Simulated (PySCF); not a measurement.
**Two-dimensional NMR puzzle**

Compound of formula C7H13AlO2. Correlations simulated from computed shifts and the bond graph:

HSQC (one-bond C–H):
```tsv
δH	δC
8.23	174.9
1.20	32.9
```

HMBC (two and three bonds, from the bond graph):
```tsv
δH	δC
8.23	174.9, 119.7, 34.1
4.58	174.9
1.20	119.7, 34.1, 32.9
```

Carbons without hydrogens: δ 119.7, 34.1.

[PySCF: geometry: PBE0-D3(BJ)/def2-SVP; shieldings: GIAO KT2/pcSseg-1; relativity neglected; gas phase; fast rotation and ring inversion assumed for equivalent nuclei; a single conformation]

Scale: TMS for ¹H (31.18 ppm), ¹³C (183.22 ppm) (reference shieldings calculated alike).

Exchangeable hydrogens are left out of these lists.

Work out the connectivity.

## Answers

`CC(C)(C)C1=C[O][AlH2-][O+]=C1`.

Atoms are numbered as in `[CH3:1][C:2]([CH3:3])([CH3:4])[C:5]1=[CH:6][O:7][AlH2-:8][O+:9]=[CH:10]1`. Hydrogens are named by the atom that carries them.

1. δC 174.9 is C6/C10, an alkene carbon bearing oxygen (δH 8.23).
2. δC 119.7 is C5, a β carbon of an enol-ether or enamine type C=C.
3. δC 34.1 is C2, an allylic quaternary sp3 carbon.
4. δC 32.9 is C1/C3/C4, a methyl carbon (δH 1.20).
5. HMBC from δH 8.23 reaches the proton-free carbons C5, C2.
6. HMBC from δH 1.20 reaches the proton-free carbons C5, C2.

The shifts were computed for this structure.

Hydrides on Al or Ga are broadened by the quadrupolar metal nucleus. Shifts are as computed. Against solution values, carbons near 30 ppm lie about +2 ppm off and those near 130 ppm about -5 ppm. Of 1313 compounds with measured shifts, 239 miss one by over three times the rms of a fit or turn the order of signals round; such compounds aren't used in these exercises.
